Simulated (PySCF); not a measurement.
## Working out the ionisation energy of Cr

Cr [Ar] 3d5 4s1 (7S) → Cr⁺ [Ar] 3d5 (6S). Computed with PySCF 2.14 in aug-cc-pVDZ (7s6p4d2f, 59 functions), with the non-relativistic Hamiltonian (point nucleus). Frozen: [Ar]. Energies in hartree (1 hartree = 27.21139 eV):

```tsv
part	Cr (lower)	Cr⁺ (upper)
UHF	-1043.355111	-1043.137869
MP2 opposite-spin	0.000000	0.000000
MP2 same-spin	-0.081978	-0.065700
```

Question: What does Hartree-Fock give?

Answer: (-1043.137869) − (-1043.355111) = 0.217242 hartree = 5.911 eV.

Question: What do MP2 and SCS-MP2 (6/5 opposite-spin, 1/3 same-spin) give?

Answer: The opposite-spin parts differ by 0.000 eV and the same-spin parts by 0.443 eV. MP2: 5.911 + (0.000) + (0.443) = 6.354 eV. SCS-MP2: 5.911 + 1.2 × (0.000) + (0.443)/3 = 6.059 eV.

Measured between the centres of the two terms (NIST): 6.767 eV, so MP2 (valence) is off by -0.413 eV.

The calculation is non-relativistic.

A double-zeta basis recovers only part of the correlation energy.

What remains against the reference includes basis incompleteness, the frozen core and correlation beyond second order.
